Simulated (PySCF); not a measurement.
A PySCF script (with the pyscf-properties extension) for the NMR shieldings of SMILES CB(N(C)C)N([SiH3])[SiH3], C3H15BN2Si2, on a GFN2-xTB geometry:

```python
import basis_set_exchange as bse
import numpy as np
from pyscf import gto, dft
from pyscf.prop import nmr

atoms = """
C    -0.113306   -1.175527    1.764106
B    -0.092144   -0.289181    0.438186
N    -1.259121    0.260007   -0.085735
C    -2.567624    0.147234    0.518979
C    -1.315540    1.005087   -1.323956
N     1.188088   -0.057301   -0.247483
Si    1.990449    1.459810   -0.023944
Si    1.998298   -1.409720   -0.963740
H     0.873547   -1.572889    1.986995
H    -0.792243   -2.022699    1.679929
H    -0.428859   -0.594921    2.630240
H    -2.984151    1.142542    0.707412
H    -3.254214   -0.386467   -0.147287
H    -2.507170   -0.388979    1.459829
H    -1.634061    2.036901   -1.141525
H    -0.333871    1.013754   -1.787942
H    -2.032171    0.540784   -2.009579
H     2.579130    1.856852   -1.308287
H     3.051439    1.364427    0.989479
H     0.987570    2.434585    0.412779
H     2.719586   -0.910463   -2.137548
H     0.968636   -2.376356   -1.354448
H     2.952979   -2.050494   -0.046381
"""
names = dict.fromkeys(["C", "B", "N", "Si", "H"], "pcSseg-1")
basis = {el: gto.basis.parse(bse.get_basis(n, elements=[el], fmt="nwchem")) for el, n in names.items()}
mol = gto.M(atom=atoms, basis=basis, charge=0, verbose=0)
mf = dft.RKS(mol, xc="PBE0")
mf.grids.level = 2
mf.grids.alignment = dft.numint.BLKSIZE   # the property module wants whole blocks of grid points
mf.conv_tol = 1e-9
mf.kernel()

calc = nmr.RKS(mf)   # GIAO
C = mf.mo_coeff
Co = C[:, mf.mo_occ > 0]
resp = mf.gen_response(singlet=True, hermi=2)
def vind(x):   # induced exchange potential for any number of trial vectors
    d = np.einsum("pi,xij,qj->xpq", C, 2 * x.reshape(-1, C.shape[1], Co.shape[1]), Co, optimize=True)
    return np.einsum("xpq,pi,qj->xij", resp(d - d.transpose(0, 2, 1)), C, Co, optimize=True).ravel()
mo1, _ = nmr.rhf.solve_mo1(calc, with_cphf=vind)
sigma = calc.kernel(mo1)
for i, s in enumerate(sigma):   # ppm
    print("%2d %-2s %9.2f" % (i, mol.atom_pure_symbol(i), np.trace(s) / 3))
```

Task: Give the expected output.

Result: 
```
 0 C     184.17
 1 B      64.00
 2 N     153.89
 3 C     145.73
 4 C     146.96
 5 N     240.71
 6 Si    406.54
 7 Si    407.30
 8 H      31.28
 9 H      31.30
10 H      31.29
11 H      29.11
12 H      29.06
13 H      28.44
14 H      29.27
15 H      27.70
16 H      29.35
17 H      26.87
18 H      26.96
19 H      27.20
20 H      27.01
21 H      27.27
22 H      26.86
```

These numbers come from an equivalent density-fitted implementation of the same equations, which agrees with the script to about 0.01 ppm for H and up to a few tenths of a ppm for heavy atoms, so last digits may differ.

Size and cost of the density-fitted run: 225 basis functions, 96 s wall time on 1 thread of an Arm Neoverse N1, shared host; peak memory 1.1 GiB.
